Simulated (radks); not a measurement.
Removal energies from the selenium ion Se12+, [Ar] 3d4, by Delta-SCF beside the eigenvalue of the level emptied. All-electron calculation, scalar-relativistic Kohn-Sham, PBE, spin-polarised, spherical densities, finite nucleus; Fermi nuclear charge, rms radius of each element as measured or else 0.836 A^(1/3) + 0.57 fm. Program: a radial shooting solver on a logarithmic mesh with Libxc functionals. Open shells are filled with parallel spins first.

removed from       final configuration  Delta-SCF (eV)  -eigenvalue (eV)
3d                            [Ar] 3d3          384.87            363.95
3p                    [Ne] 3s2 3p5 3d4          472.52            453.45
3s                    [Ne] 3s1 3p6 3d4          534.23            515.23
2p            [He] 2s2 2p5 3s2 3p6 3d4          1812.7            1761.3
